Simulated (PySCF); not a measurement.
Electron correlation in Ge (germanium, neutral)

[Ar] 3d10 4s2 4p2, high-spin 3P determinant. All numbers are calculated (PySCF 2.14, no relativity, point nucleus, in def2-TZVP (6s5p4d1f, 48 functions)). Frozen: [Ar] 3d10; 4 electrons correlated.

MP2 pair energies summed by pair of shells (mhartree):

```json
{"pair": "4s-4p", "energy": "-30.04", "share (%)": "60.2"}
{"pair": "4s-4s", "energy": "-15.10", "share (%)": "30.2"}
{"pair": "4p-4p", "energy": "-4.79", "share (%)": "9.6"}
```

Total MP2 correlation energy: -49.94 mhartree.

Same-spin part -8.52 and opposite-spin part -41.42 mhartree; SCS-MP2 scales them by 1/3 and 6/5 to -52.54 mhartree.

```csv
level,correlation energy (mhartree)
CCSD,-64.78
(T),-1.81
CCSD(T),-66.59
```

Diagnostics: T1 = 0.0092, D1 = 0.0247, largest double amplitude 0.095.

Problem. Is a single reference adequate?

Solution. Mostly. T1 lies below 0.03, but a double amplitude of this size points to a near-degeneracy that CCSD handles and MP2 describes poorly.
